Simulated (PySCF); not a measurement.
PySCF input file for 1,1-dichlorobuta-1,2-diene (C4H4Cl2), SMILES CC=C=C(Cl)Cl, B3LYP-D3(BJ)/def2-SVP. Coordinates come from a B3LYP-D3(BJ)/def2-SVP optimisation.

```python
import numpy as np
from pyscf import gto, scf, dft, df
from pyscf.hessian import thermo

mol = gto.M(
    atom='''
    C    -3.19557501    0.48061662    0.00000000
    C    -2.11998274   -0.57094486   -0.00000000
    C    -0.82879271   -0.33851141   -0.00000000
    C     0.45520349   -0.09701069    0.00000000
    Cl    1.38377174    0.07487685    1.47125501
    Cl    1.38377174    0.07487685   -1.47125501
    H    -3.84289010    0.36689006   -0.88603392
    H    -2.77246920    1.49446361    0.00000000
    H    -3.84289010    0.36689005    0.88603392
    H    -2.45510807   -1.61895473   -0.00000000
    ''',
    basis='def2-SVP',
    charge=0,
    spin=0,
    max_memory=1600,
    verbose=3,
)
mf = dft.RKS(mol, xc='b3lyp').density_fit(auxbasis='def2-universal-jkfit')
mf.disp = 'd3bj'
mf.grids.level = 3
mf.conv_tol = 1e-11
mf.max_cycle = 100
mf.kernel()

# [left out here: the lines that compute and print the analytic Hessian (its translational invariance restored by hand, since the grid's response is missing), thermochemistry and intensities]
```

It prints:

```
converged SCF energy = -1074.80349353965

WARN: DFTD3 does not support analytical Hessian, using finite difference


WARN: Mole.unit (angstrom) is changed to Bohr

Mode                                 0                   1                   2
Irrep
Freq [cm^-1]                       95.6472            124.3958            159.3867
Reduced mass [au]                   5.1127              4.1533              1.0638
Force const [Dyne/A]                0.0276              0.0379              0.0159
Char temp [K]                     137.6150            178.9779            229.3219
Normal mode                   x     y     z       x     y     z       x     y     z
       0   C                -0.00 -0.00  0.14    0.13  0.08  0.00   -0.00 -0.00  0.04
       1   C                -0.00  0.00  0.02   -0.00 -0.06  0.00    0.00  0.00 -0.00
       2   C                -0.00  0.00 -0.09    0.01 -0.16 -0.00   -0.00  0.00 -0.01
       3   C                -0.00  0.00 -0.06   -0.00 -0.06 -0.00    0.00  0.00 -0.01
       4  Cl                -0.08  0.01 -0.01   -0.03  0.03  0.00   -0.01  0.02 -0.00
       5  Cl                 0.08 -0.01 -0.01   -0.03  0.03 -0.00    0.01 -0.02 -0.00
       6   H                -0.13 -0.01  0.24    0.12  0.17 -0.00    0.32  0.36 -0.24
       7   H                -0.00 -0.00  0.06    0.28  0.02  0.00   -0.00 -0.00  0.59
       8   H                 0.13  0.01  0.24    0.12  0.17  0.00   -0.32 -0.36 -0.24
       9   H                 0.00  0.00  0.04   -0.12 -0.02 -0.00    0.00  0.00 -0.05
Mode                                 3                   4                   5
Irrep
Freq [cm^-1]                      240.1940            265.0071            395.5999
Reduced mass [au]                   2.7652             14.6465              6.9624
Force const [Dyne/A]                0.0940              0.6060              0.6420
Char temp [K]                     345.5856            381.2862            569.1802
Normal mode                   x     y     z       x     y     z       x     y     z
       0   C                -0.00  0.00 -0.06   -0.05  0.02  0.00    0.09 -0.02 -0.00
       1   C                -0.00 -0.00  0.20   -0.08 -0.01 -0.00    0.01 -0.08 -0.00
       2   C                -0.00 -0.00  0.01   -0.06 -0.06  0.00   -0.02  0.04  0.00
       3   C                -0.00 -0.00 -0.04   -0.06 -0.05  0.00   -0.06  0.21  0.00
       4  Cl                -0.03 -0.03 -0.02    0.05  0.01 -0.09   -0.01 -0.03 -0.04
       5  Cl                 0.03  0.03 -0.02    0.05  0.01  0.09   -0.01 -0.03  0.04
       6   H                 0.17 -0.10 -0.18   -0.06  0.04  0.00    0.08  0.06 -0.00
       7   H                -0.00  0.00 -0.12   -0.03  0.01  0.00    0.21 -0.07 -0.00
       8   H                -0.17  0.10 -0.18   -0.06  0.04 -0.00    0.08  0.06  0.00
       9   H                -0.00  0.00  0.39   -0.12  0.00 -0.00    0.04 -0.08  0.00
Mode                                 6                   7                   8
Irrep
Freq [cm^-1]                      490.6050            518.2898            589.1182
Reduced mass [au]                  10.5739              8.0858              4.6034
Force const [Dyne/A]                1.4995              1.2797              0.9413
Char temp [K]                     705.8714            745.7036            847.6099
Normal mode                   x     y     z       x     y     z       x     y     z
       0   C                 0.06 -0.03 -0.00   -0.00  0.00 -0.00    0.04 -0.02 -0.00
       1   C                 0.08  0.03 -0.00   -0.00  0.00 -0.03   -0.06 -0.10  0.00
       2   C                 0.04  0.11  0.00    0.00 -0.00  0.24   -0.10  0.16  0.00
       3   C                 0.06 -0.12  0.00   -0.00  0.00  0.02   -0.04 -0.10 -0.00
       4  Cl                -0.05  0.00 -0.07   -0.04 -0.01 -0.04    0.02  0.01  0.03
       5  Cl                -0.05  0.00  0.07    0.04  0.01 -0.04    0.02  0.01 -0.03
       6   H                 0.06 -0.05  0.00   -0.03  0.01  0.02    0.03  0.15 -0.01
       7   H                 0.02 -0.01 -0.00   -0.00  0.00  0.01    0.27 -0.11 -0.00
       8   H                 0.06 -0.05 -0.00    0.03 -0.01  0.02    0.03  0.15  0.01
       9   H                 0.16  0.01 -0.00   -0.00  0.00 -0.23    0.05 -0.13  0.00
Mode                                 9                  10                  11
Irrep
Freq [cm^-1]                      814.9812            850.3975            912.3499
Reduced mass [au]                   1.1636             12.2298              2.1381
Force const [Dyne/A]                0.4554              5.2109              1.0486
Char temp [K]                    1172.5766           1223.5327           1312.6683
Normal mode                   x     y     z       x     y     z       x     y     z
       0   C                -0.00  0.00 -0.04    0.00 -0.00 -0.01   -0.15  0.05 -0.00
       1   C                 0.00  0.00 -0.09   -0.00  0.00 -0.02    0.03 -0.09  0.00
       2   C                 0.00 -0.00  0.04   -0.00  0.00  0.07    0.07 -0.00  0.00
       3   C                 0.00  0.00  0.03   -0.00  0.00 -0.26    0.10  0.02 -0.00
       4  Cl                -0.00 -0.00 -0.01    0.02  0.00  0.04   -0.01 -0.00 -0.01
       5  Cl                 0.00  0.00 -0.01   -0.02 -0.00  0.04   -0.01 -0.00  0.01
       6   H                -0.19  0.21  0.08   -0.02  0.02  0.01   -0.15  0.36 -0.03
       7   H                 0.00 -0.00  0.15   -0.00  0.00  0.02    0.20 -0.09 -0.00
       8   H                 0.19 -0.21  0.08    0.02 -0.02  0.01   -0.15  0.36  0.03
       9   H                 0.00  0.00  0.81   -0.00  0.00  0.05    0.22 -0.15 -0.00
Mode                                12                  13                  14
Irrep
Freq [cm^-1]                     1043.6292           1092.8862           1198.4512
Reduced mass [au]                   1.5205              2.0557              1.4675
Force const [Dyne/A]                0.9757              1.4466              1.2418
Char temp [K]                    1501.5501           1572.4199           1724.3044
Normal mode                   x     y     z       x     y     z       x     y     z
       0   C                 0.00  0.00  0.12    0.01  0.12 -0.00    0.00 -0.07  0.00
       1   C                 0.00 -0.00 -0.12    0.02 -0.16  0.00   -0.07  0.00  0.00
       2   C                 0.00  0.00  0.02    0.01  0.05 -0.00    0.03  0.04  0.00
       3   C                 0.00 -0.00  0.00    0.04  0.00 -0.00    0.13  0.02 -0.00
       4  Cl                -0.00  0.00 -0.00   -0.00 -0.00 -0.00   -0.01 -0.00 -0.01
       5  Cl                 0.00 -0.00 -0.00   -0.00 -0.00  0.00   -0.01 -0.00  0.01
       6   H                 0.38 -0.27 -0.13   -0.03 -0.18  0.07    0.00  0.05 -0.02
       7   H                -0.00  0.00 -0.27   -0.45  0.31  0.00    0.16 -0.14 -0.00
       8   H                -0.38  0.27 -0.13   -0.03 -0.18 -0.07    0.00  0.05  0.02
       9   H                -0.00 -0.00  0.29   -0.24 -0.08 -0.00   -0.74  0.22 -0.00
Mode                                15                  16                  17
Irrep
Freq [cm^-1]                     1384.3620           1416.1596           1452.3853
Reduced mass [au]                   1.2358              1.8246              1.0428
Force const [Dyne/A]                1.3954              2.1560              1.2960
Char temp [K]                    1991.7888           2037.5383           2089.6590
Normal mode                   x     y     z       x     y     z       x     y     z
       0   C                -0.09  0.09  0.00    0.07  0.03 -0.00    0.00 -0.00  0.05
       1   C                -0.02 -0.01 -0.00   -0.15  0.02 -0.00   -0.00  0.00  0.02
       2   C                -0.00  0.00  0.00   -0.01 -0.02 -0.00   -0.00 -0.00  0.00
       3   C                 0.02  0.00 -0.00    0.11  0.02  0.00    0.00  0.00 -0.00
       4  Cl                -0.00 -0.00 -0.00   -0.00 -0.00 -0.00    0.00  0.00  0.00
       5  Cl                -0.00 -0.00  0.00   -0.00 -0.00  0.00   -0.00 -0.00  0.00
       6   H                 0.33 -0.38 -0.23   -0.25 -0.22  0.25    0.03  0.48 -0.05
       7   H                 0.42 -0.13  0.00    0.17 -0.03  0.00   -0.00  0.00 -0.70
       8   H                 0.33 -0.38  0.23   -0.25 -0.22 -0.25   -0.03 -0.48 -0.05
       9   H                 0.04 -0.04  0.00    0.33 -0.14  0.00    0.00 -0.00 -0.04
Mode                                18                  19                  20
Irrep
Freq [cm^-1]                     1475.4466           2069.5594           3025.2955
Reduced mass [au]                   1.4190             11.3121              1.0376
Force const [Dyne/A]                1.8201             28.5461              5.5950
Char temp [K]                    2122.8391           2977.6352           4352.7267
Normal mode                   x     y     z       x     y     z       x     y     z
       0   C                -0.02  0.04  0.00   -0.00  0.00  0.00    0.05 -0.02  0.00
       1   C                 0.12 -0.01  0.00    0.12  0.01  0.00   -0.00 -0.00 -0.00
       2   C                 0.02  0.01 -0.00   -0.23 -0.04 -0.00   -0.00 -0.00  0.00
       3   C                -0.09 -0.02 -0.00    0.12  0.02  0.00    0.00  0.00 -0.00
       4  Cl                 0.00  0.00  0.00   -0.00  0.00 -0.00    0.00  0.00  0.00
       5  Cl                 0.00  0.00 -0.00   -0.00  0.00  0.00    0.00  0.00 -0.00
       6   H                -0.33 -0.18  0.25   -0.02  0.01  0.01   -0.36 -0.07 -0.51
       7   H                 0.42 -0.15 -0.00    0.01 -0.00 -0.00    0.17  0.38 -0.00
       8   H                -0.33 -0.18 -0.25   -0.02  0.01 -0.01   -0.36 -0.07  0.51
       9   H                -0.24  0.12 -0.00    0.01  0.06  0.00    0.01  0.02 -0.00
Mode                                21                  22                  23
Irrep
Freq [cm^-1]                     3092.4736           3103.7674           3144.0868
Reduced mass [au]                   1.1018              1.0880              1.1036
Force const [Dyne/A]                6.2085              6.1755              6.4274
Char temp [K]                    4449.3810           4465.6303           4523.6408
Normal mode                   x     y     z       x     y     z       x     y     z
       0   C                -0.00 -0.00  0.09   -0.01 -0.01 -0.00   -0.05 -0.07 -0.00
       1   C                 0.00  0.00  0.00    0.03  0.08 -0.00   -0.01 -0.01 -0.00
       2   C                -0.00  0.00  0.00   -0.00 -0.00 -0.00    0.00  0.00 -0.00
       3   C                -0.00 -0.00  0.00   -0.00 -0.00 -0.00   -0.00 -0.00  0.00
       4  Cl                -0.00  0.00 -0.00    0.00  0.00  0.00    0.00 -0.00 -0.00
       5  Cl                 0.00 -0.00 -0.00    0.00  0.00 -0.00    0.00 -0.00  0.00
       6   H                -0.40 -0.08 -0.53    0.02  0.00  0.03    0.15  0.02  0.23
       7   H                 0.00  0.00  0.01    0.06  0.14 -0.00    0.33  0.78 -0.00
       8   H                 0.40  0.08 -0.53    0.02  0.00 -0.03    0.15  0.02 -0.23
       9   H                -0.00 -0.00 -0.00   -0.29 -0.89  0.00    0.05  0.16  0.00
temperature 298.1500 [K]
pressure 101325.00 [Pa]
Rotational constants [GHz] 2.99465 1.33632 0.97276
Symmetry number 1
Zero-point energy (ZPE) 0.06596 [Eh]   173186.221 [J/mol]
                           tot       elec      trans        rot        vib
Entropy [J/mol/K]       356.424      0.000    168.759    120.512     67.152
Cv [J/mol/K]             96.909      0.000     12.472     12.472     71.966
Cp [J/mol/K]            105.223      0.000     20.786     12.472     71.966
Internal energy [J/mol]                      3718.434   3718.434 184313.627
Internal energy [Eh]   -1074.73046  -1074.80349
Enthalpy [J/mol]                             6197.391   3718.434 184313.627
Enthalpy [Eh]          -1074.72952
Gibbs free energy [J/mol]                  -44118.242 -32212.202 164292.116
Gibbs free energy [Eh] -1074.76999
mode   freq/cm-1   IR/(km/mol)
   1       95.65         0.497
   2      124.40         0.688
   3      159.39         0.251
   4      240.19         0.296
   5      265.01         1.910
   6      395.60         3.192
   7      490.61        14.060
   8      518.29         1.140
   9      589.12         5.292
  10      814.98        26.150
  11      850.40       176.680
  12      912.35        50.665
  13     1043.63         0.294
  14     1092.89         3.235
  15     1198.45        36.666
  16     1384.36         1.370
  17     1416.16         0.705
  18     1452.39         7.730
  19     1475.45        18.639
  20     2069.56        64.798
  21     3025.30        19.409
  22     3092.47         8.812
  23     3103.77         4.652
  24     3144.09         8.757
max |gradient| / (hartree/bohr): 3.22946638768723e-05
APT charges: [ 0.0114  0.135  -0.2923  0.8564 -0.3549 -0.3549 -0.0078  0.0099 -0.0078
  0.0052]
```

The run converged.
